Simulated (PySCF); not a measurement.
C4H8OSi, SMILES C/C=C1/OC[SiH2]1. Heavy atoms are numbered as in [CH3:1]/[CH:2]=[C:3]1/[O:4][CH2:5][SiH2:6]1. Hydrogens are named by the atom that carries them.

The structure is a stationary point at ωB97X-D3(BJ)/def2-SVP. The structure was generated by enumeration; whether it is a known compound was not checked.

Computed with PySCF with B3LYP/pcSseg-1.

GIAO shieldings, no solvent; atoms alike by connectivity are averaged. δ = σ(ref) − σ: ¹³C against TMS (σ = 181.3 ppm); ¹⁷O against H2O (σ = 333.8 ppm); ²⁹Si against TMS (σ = 338.7 ppm); ¹H against TMS (σ = 31.68 ppm), references at their B3LYP-D3(BJ)/def2-TZVP geometries, non-relativistic.

Computed chemical shifts:
```tsv
nucleus	atoms	count	δ (ppm)
¹³C	C3	1	168.8
¹³C	C2 (CH)	1	116.2
¹³C	C5 (CH2)	1	64.1
¹³C	C1 (CH3)	1	18.9
¹⁷O	O4	1	186.9
²⁹Si	Si6 (SiH2)	1	-26.5
¹H	H on C2	1	5.72
¹H	H on Si6	2	5.53
¹H	H on C5	2	4.49
¹H	H on C1	3	1.84
```
